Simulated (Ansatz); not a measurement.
Correlation energies of FH3SSiSn, SMILES `F[SiH]1[S][SnH2]1` by basis set

Z-matrix (Å, degrees):
```
Si
S 1 2.077
Sn 1 2.475 2 67.0
F 1 1.594 2 118.0 3 112.0
H 1 1.477 2 119.6 3 -116.5
H 3 1.701 1 123.1 2 84.6
H 3 1.702 1 125.1 2 -83.7
```

Charge 0, multiplicity 1. Correlated methods include outer-core shells of Sn, which these sets cover unevenly. Sn: def2 effective core potential. All single points use the PBE0-D4/def2-TZVP geometry. Frozen core, restricted reference, Ansatz.

```csv
basis,HF (Eh),MP2 corr.
def2-SVP,-1000.75924,-0.51367
def2-TZVPP,-1001.14933,-0.86516
def2-QZVPP,-1001.17617,-1.12834
```

Q: Estimate the CCSD correlation energy and the (T) correction in each basis where they were run (hartree).

A: 
```tsv
basis	CCSD corr.	(T)
def2-SVP	-0.55322	-0.01632
def2-TZVPP	-0.88855	-0.03381
```
